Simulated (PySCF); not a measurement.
Species: 1,2-dihydro-1,2-azaborine, C₄H₆BN.
Z-matrix (Å and degrees, PBE0-D3(BJ)/def2-SVP geometry), rows numbered from 1:
```
B 
C   1  1.5152
C   2  1.3762  1  118.63
C   3  1.4213  2  121.93  1     0.01
C   4  1.3684  3  120.03  2    -0.00
N   5  1.3579  4  120.92  3    -0.00
H   1  1.2079  2  127.25  3   179.99
H   2  1.0939  1  123.15  3  -179.99
H   3  1.0963  2  120.63  1  -179.99
H   4  1.0909  3  120.73  2   180.00
H   5  1.0929  4  121.79  3   180.00
H   6  1.0131  1  120.42  2  -180.00
```

Level of theory: core-valence-separated Tamm–Dancoff BHandHLYP/aug-pcX-1 (pcseg-1 on H) in PySCF, non-relativistic, gas phase, PBE0-D3(BJ)/def2-SVP geometry. No shift to experiment was applied.

Question: List the nitrogen K-edge absorption lines.

Answer: 
```
E (eV)       f  core hole on  main final orbital  polarisation
398.60  0.0384            N6         LUMO (86 %)  out of plane
400.24  0.0192            N6       LUMO+1 (64 %)      in plane
401.10  0.0007            N6       LUMO+4 (64 %)             –
402.35  0.0027            N6       LUMO+2 (43 %)      in plane
402.64  0.0014            N6       LUMO+3 (40 %)      in plane
402.69  0.0009            N6       LUMO+7 (64 %)             –
403.00  0.0009            N6              spread             –
```

The first line with a tenth or more of the strongest one's intensity is at 398.60 eV (f = 0.038), with the hole on N6 (ring nitrogen), polarised out of plane. It is also the strongest listed.

Question: Give energies, oscillator strengths and core holes at the B K edge.

Answer: 
| E (eV) | f | core hole on | main final orbital | polarisation |
| --- | --- | --- | --- | --- |
| 187.12 | 0.0678 | B1 | LUMO (37 %) | out of plane |
| 189.09 | 0.0069 | B1 | LUMO (58 %) | out of plane |
| 189.89 | 0.0076 | B1 | LUMO+1 (74 %) | in plane |
| 190.77 | 0.0034 | B1 | LUMO+3 (51 %) | in plane |
| 190.94 | 0.0029 | B1 | LUMO+2 (58 %) | in plane |
| 191.10 | 0.0053 | B1 | LUMO+4 (47 %) | out of plane |
| 191.44 | 0.0015 | B1 | LUMO+8 (37 %) | in plane |

The first line with a tenth or more of the strongest one's intensity is at 187.12 eV (f = 0.068), with the hole on B1 (ring boron), polarised out of plane. It is also the strongest listed.

Question: What does the C 1s absorption edge look like?

Answer: 
| E (eV) | f | core hole on | main final orbital | polarisation |
| --- | --- | --- | --- | --- |
| 282.00 | 0.0495 | C2 | LUMO (75 %) | out of plane |
| 282.59 | 0.0612 | C3 | LUMO (76 %) | out of plane |
| 283.42 | 0.0485 | C4 | LUMO+4 (32 %) | out of plane |
| 283.58 | 0.0687 | C5 | LUMO (57 %) | out of plane |
| 284.59 | 0.0073 | C2 | LUMO+4 (55 %) | out of plane |
| 284.67 | 0.0098 | C4 | LUMO (74 %) | out of plane |
| 285.15 | 0.0118 | C2 | LUMO+2 (37 %) | in plane |
| 285.52 | 0.0141 | C4 | LUMO+1 (39 %) | in plane |
| 285.88 | 0.0025 | C2 | LUMO+1 (81 %) | in plane |
| 286.04 | 0.0192 | C3 | LUMO+2/LUMO+4 (2 roots, f summed) | mixed |
| 286.33 | 0.0010 | C2 | LUMO+2 (42 %) | in plane |
| 286.50 | 0.0018 | C2 | LUMO+7 (64 %) | out of plane |
| 286.54 | 0.0192 | C5 | LUMO+1 (74 %) | in plane |
| 286.59 | 0.0021 | C4 | LUMO+1 (55 %) | in plane |
| 286.64 | 0.0023 | C2 | LUMO+8 (63 %) | in plane |
| 286.81 | 0.0005 | C2 | LUMO+5 (45 %) | – |
| 286.93 | 0.0006 | C2 | LUMO+6 (74 %) | – |
| 286.97 | 0.0015 | C4 | LUMO+3 (35 %) | in plane |

The first line with a tenth or more of the strongest one's intensity is at 282.00 eV (f = 0.050), with the hole on C2 (unsaturated ring CH carbon), polarised out of plane: a 1s→π* resonance. The strongest listed is at 283.58 eV (f = 0.069; C5, 1s→π*).

Roots within 0.03 eV whose holes lie on the same, on equivalent or on shared atoms are summed into one line, and the highest roots are left out, as the search may have cut off their partners. Final orbitals are the ground state's empty Kohn–Sham orbitals. A dash: too weak, shared between unlike atoms, or no plane or axis to refer to.

Question: What is the summed oscillator strength of the listed N K lines, and their intensity-weighted mean energy?

Answer: Σf = 0.064 over 7 lines from 398.60 to 403.00 eV; the weighted mean is 399.48 eV. The strongest line holds 60 % of the sum.

The ionisation thresholds weren't computed; near and above them a finite basis only mimics Rydberg series and continuum.
